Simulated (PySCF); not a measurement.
C3H3, charge -1, singlet, at a GFN2-xTB geometry (in this run its highest filled SCF level lies above zero, so its values depend strongly on the basis, on diffuse functions most of all), atoms displaced at random by about 0.08 Å a coordinate; PySCF with B3LYP/STO-3G, gradient by finite differences.

PySCF was given this input:
```python
from pyscf import gto, scf, dft

mol = gto.Mole()
mol.atom = '''
    C    -0.080823    0.100722    0.723681
    C     0.167749   -0.757447   -0.532503
    C    -0.021828    0.623548   -0.451869
    H     0.987175   -0.029990    1.428705
    H    -0.864674   -0.151855    1.326746
    H    -0.193550    1.421314   -0.876987
'''
mol.basis = 'sto-3g'
mol.charge = -1
mol.spin = 0
mol.verbose = 4
mol.build()

mf = dft.RKS(mol)
mf.xc = 'b3lyp'
mf.conv_tol = 1e-11
mf.kernel()
scan, done = mf.as_scanner(), []
scan.scf_summary = {}
def energy(d):
    c = mol.atom_coords()
    c[3, 0] += d
    e = scan(mol.set_geom_(c, unit='Bohr', inplace=False))
    done.append(scan.converged)
    return e
h = 1e-5
fd = (energy(h) - energy(-h)) / (2 * h)
print('dE/dx =', fd)
```

The log (banner, timings and long lists left out):

```
PySCF version 2.14.0

[INPUT] verbose = 4
[INPUT] num. atoms = 6
[INPUT] num. electrons = 22
[INPUT] charge = -1
[INPUT] spin (= nelec alpha-beta = 2S) = 0
[INPUT] symmetry False subgroup None
[INPUT] Mole.unit = angstrom
[INPUT] Symbol           X                Y                Z      unit          X                Y                Z       unit  Magmom
[INPUT]  1 C     -0.080823000000   0.100722000000   0.723681000000 AA   -0.152733334566   0.190336994718   1.367558891551 Bohr   0.0
[INPUT]  2 C      0.167749000000  -0.757447000000  -0.532503000000 AA    0.316999667670  -1.431367383873  -1.006284830509 Bohr   0.0
[INPUT]  3 C     -0.021828000000   0.623548000000  -0.451869000000 AA   -0.041248941847   1.178334945520  -0.853908654181 Bohr   0.0
[INPUT]  4 H      0.987175000000  -0.029990000000   1.428705000000 AA    1.865490387018  -0.056672886476   2.699861162797 Bohr   0.0
[INPUT]  5 H     -0.864674000000  -0.151855000000   1.326746000000 AA   -1.633997047032  -0.286964360646   2.507186576862 Bohr   0.0
[INPUT]  6 H     -0.193550000000   1.421314000000  -0.876987000000 AA   -0.365756491410   2.685894197010  -1.657265244804 Bohr   0.0

nuclear repulsion = 59.1965192808298
number of shells = 12
number of NR pGTOs = 54
number of NR cGTOs = 18
basis = sto-3g
ecp = {}

******** <class 'pyscf.dft.rks.RKS'> ********
method = RKS
initial guess = minao
damping factor = 0
level_shift factor = 0
DIIS = <class 'pyscf.scf.diis.CDIIS'>
diis_start_cycle = 1
diis_space = 8
diis_damp = 0
SCF conv_tol = 1e-11
SCF conv_tol_grad = None
SCF max_cycles = 50
direct_scf = True
direct_scf_tol = 1e-13
XC library pyscf.dft.libxc version 7.1.2
    S. Lehtola, C. Steigemann, M. J. T. Oliveira, and M. A. L. Marques,  SoftwareX 7, 1–5 (2018)
XC functionals = b3lyp
    P. J. Stephens, F. J. Devlin, C. F. Chabalowski, and M. J. Frisch,  J. Phys. Chem. 98, 11623 (1994)
radial grids:
    Treutler-Ahlrichs [JCP 102, 346 (1995); DOI:10.1063/1.469408] (M4) radial grids

becke partition: Becke, JCP 88, 2547 (1988); DOI:10.1063/1.454033
pruning grids: <function nwchem_prune>
grids dens level: 3
symmetrized grids: False
atomic radii adjust function: <function treutler_atomic_radii_adjust>
small_rho_cutoff = 0
Set gradient conv threshold to 3.16228e-06
Initial guess from minao.
tot grids = 71784
init E= -115.082941881936
  HOMO = -0.177576896487363  LUMO = 0.0144239394446164  gap/eV = 5.22461
cycle= 1 E= -114.283691914155  delta_E= 0.799  |g|= 0.257  |ddm|= 3.46
  HOMO = 0.243043155345124  LUMO = 0.509237473895196  gap/eV = 7.24352
cycle= 2 E= -114.293499707833  delta_E= -0.00981  |g|= 0.219  |ddm|= 0.795
  HOMO = 0.181034148633999  LUMO = 0.450777399704512  gap/eV = 7.34009
cycle= 3 E= -114.305994165185  delta_E= -0.0125  |g|= 0.14  |ddm|= 0.465
  HOMO = 0.174480966380886  LUMO = 0.445452524873272  gap/eV = 7.37351
cycle= 4 E= -114.311998646784  delta_E= -0.006  |g|= 0.00831  |ddm|= 0.179
  HOMO = 0.175061190397938  LUMO = 0.446553336890614  gap/eV = 7.38768
cycle= 5 E= -114.312023380056  delta_E= -2.47e-05  |g|= 0.00165  |ddm|= 0.0152
  HOMO = 0.17498611843279  LUMO = 0.446654650800938  gap/eV = 7.39248
cycle= 6 E= -114.312024208247  delta_E= -8.28e-07  |g|= 0.000717  |ddm|= 0.00317
  HOMO = 0.174955188964812  LUMO = 0.446583791124145  gap/eV = 7.39139
cycle= 7 E= -114.312024367123  delta_E= -1.59e-07  |g|= 0.000134  |ddm|= 0.00103
  HOMO = 0.174950256598092  LUMO = 0.446576850324551  gap/eV = 7.39134
cycle= 8 E= -114.312024372467  delta_E= -5.34e-09  |g|= 2.17e-05  |ddm|= 0.000162
  HOMO = 0.174948299020657  LUMO = 0.446575766319287  gap/eV = 7.39136
cycle= 9 E= -114.312024372621  delta_E= -1.54e-10  |g|= 2.04e-06  |ddm|= 3.08e-05
  HOMO = 0.174948169632119  LUMO = 0.446575704923554  gap/eV = 7.39136
cycle= 10 E= -114.312024372623  delta_E= -1.53e-12  |g|= 1.27e-07  |ddm|= 3.78e-06
  HOMO = 0.174948140628974  LUMO = 0.446575674148581  gap/eV = 7.39136
Extra cycle  E= -114.312024372623  delta_E= -2.84e-14  |g|= 1.23e-07  |ddm|= 4.21e-07
converged SCF energy = -114.312024372623
Create scanner for <class 'pyscf.dft.rks.RKS'>

WARN: Mole.unit (angstrom) is changed to Bohr

New geometry
   1 C     -0.080823000000   0.100722000000   0.723681000000 AA   -0.152733334566   0.190336994718   1.367558891551 Bohr
   2 C      0.167749000000  -0.757447000000  -0.532503000000 AA    0.316999667670  -1.431367383873  -1.006284830509 Bohr
   3 C     -0.021828000000   0.623548000000  -0.451869000000 AA   -0.041248941847   1.178334945520  -0.853908654181 Bohr
   4 H      0.987180291772  -0.029990000000   1.428705000000 AA    1.865500387018  -0.056672886476   2.699861162797 Bohr
   5 H     -0.864674000000  -0.151855000000   1.326746000000 AA   -1.633997047032  -0.286964360646   2.507186576862 Bohr
   6 H     -0.193550000000   1.421314000000  -0.876987000000 AA   -0.365756491410   2.685894197010  -1.657265244804 Bohr

******** <class 'pyscf.scf.hf.RKS_Scanner'> ********
method = RKS_Scanner
initial guess = minao
damping factor = 0
level_shift factor = 0
DIIS = <class 'pyscf.scf.diis.CDIIS'>
diis_start_cycle = 1
diis_space = 8
diis_damp = 0
SCF conv_tol = 1e-11
SCF conv_tol_grad = None
SCF max_cycles = 50
direct_scf = True
direct_scf_tol = 1e-13
XC library pyscf.dft.libxc version 7.1.2
    S. Lehtola, C. Steigemann, M. J. T. Oliveira, and M. A. L. Marques,  SoftwareX 7, 1–5 (2018)
XC functionals = b3lyp
    P. J. Stephens, F. J. Devlin, C. F. Chabalowski, and M. J. Frisch,  J. Phys. Chem. 98, 11623 (1994)
radial grids:
    Treutler-Ahlrichs [JCP 102, 346 (1995); DOI:10.1063/1.469408] (M4) radial grids

becke partition: Becke, JCP 88, 2547 (1988); DOI:10.1063/1.454033
pruning grids: <function nwchem_prune>
grids dens level: 3
symmetrized grids: False
atomic radii adjust function: <function treutler_atomic_radii_adjust>
small_rho_cutoff = 0
Set gradient conv threshold to 3.16228e-06
tot grids = 71784
init E= -114.312023441536
  HOMO = 0.174947581869674  LUMO = 0.44657513549195  gap/eV = 7.39136
cycle= 1 E= -114.312023789785  delta_E= -3.48e-07  |g|= 1.9e-06  |ddm|= 7.31e-06
  HOMO = 0.174947746773147  LUMO = 0.446575161655754  gap/eV = 7.39136
cycle= 2 E= -114.312023789785  delta_E= -6.25e-13  |g|= 1.88e-06  |ddm|= 6.65e-06
  HOMO = 0.174948280146047  LUMO = 0.446575794573255  gap/eV = 7.39136
Extra cycle  E= -114.312023789783  delta_E= 2.16e-12  |g|= 3.11e-06  |ddm|= 6.57e-06
converged SCF energy = -114.312023789783

WARN: Mole.unit (angstrom) is changed to Bohr

New geometry
   1 C     -0.080823000000   0.100722000000   0.723681000000 AA   -0.152733334566   0.190336994718   1.367558891551 Bohr
   2 C      0.167749000000  -0.757447000000  -0.532503000000 AA    0.316999667670  -1.431367383873  -1.006284830509 Bohr
   3 C     -0.021828000000   0.623548000000  -0.451869000000 AA   -0.041248941847   1.178334945520  -0.853908654181 Bohr
   4 H      0.987169708228  -0.029990000000   1.428705000000 AA    1.865480387018  -0.056672886476   2.699861162797 Bohr
   5 H     -0.864674000000  -0.151855000000   1.326746000000 AA   -1.633997047032  -0.286964360646   2.507186576862 Bohr
   6 H     -0.193550000000   1.421314000000  -0.876987000000 AA   -0.365756491410   2.685894197010  -1.657265244804 Bohr

******** <class 'pyscf.scf.hf.RKS_Scanner'> ********
method = RKS_Scanner
initial guess = minao
damping factor = 0
level_shift factor = 0
DIIS = <class 'pyscf.scf.diis.CDIIS'>
diis_start_cycle = 1
diis_space = 8
diis_damp = 0
SCF conv_tol = 1e-11
SCF conv_tol_grad = None
SCF max_cycles = 50
direct_scf = True
direct_scf_tol = 1e-13
XC library pyscf.dft.libxc version 7.1.2
    S. Lehtola, C. Steigemann, M. J. T. Oliveira, and M. A. L. Marques,  SoftwareX 7, 1–5 (2018)
XC functionals = b3lyp
    P. J. Stephens, F. J. Devlin, C. F. Chabalowski, and M. J. Frisch,  J. Phys. Chem. 98, 11623 (1994)
radial grids:
    Treutler-Ahlrichs [JCP 102, 346 (1995); DOI:10.1063/1.469408] (M4) radial grids

becke partition: Becke, JCP 88, 2547 (1988); DOI:10.1063/1.454033
pruning grids: <function nwchem_prune>
grids dens level: 3
symmetrized grids: False
atomic radii adjust function: <function treutler_atomic_radii_adjust>
small_rho_cutoff = 0
Set gradient conv threshold to 3.16228e-06
tot grids = 71784
init E= -114.312025651963
  HOMO = 0.17494874958173  LUMO = 0.446576197592625  gap/eV = 7.39136
cycle= 1 E= -114.312024955424  delta_E= 6.97e-07  |g|= 8.18e-06  |ddm|= 2.01e-05
  HOMO = 0.174949568528646  LUMO = 0.446577174259162  gap/eV = 7.39136
cycle= 2 E= -114.312024955378  delta_E= 4.67e-11  |g|= 1.48e-05  |ddm|= 2.98e-05
  HOMO = 0.174948387073343  LUMO = 0.446576070456108  gap/eV = 7.39137
cycle= 3 E= -114.312024955447  delta_E= -6.94e-11  |g|= 1.79e-06  |ddm|= 1.95e-05
  HOMO = 0.174948322477639  LUMO = 0.446575893378577  gap/eV = 7.39136
cycle= 4 E= -114.312024955448  delta_E= -9.38e-13  |g|= 2.43e-07  |ddm|= 2.78e-06
  HOMO = 0.174948298978028  LUMO = 0.44657589417389  gap/eV = 7.39136
Extra cycle  E= -114.312024955448  delta_E= -8.53e-14  |g|= 2.47e-07  |ddm|= 7.1e-07
converged SCF energy = -114.312024955448
dE/dx = 0.05828324631806935
```
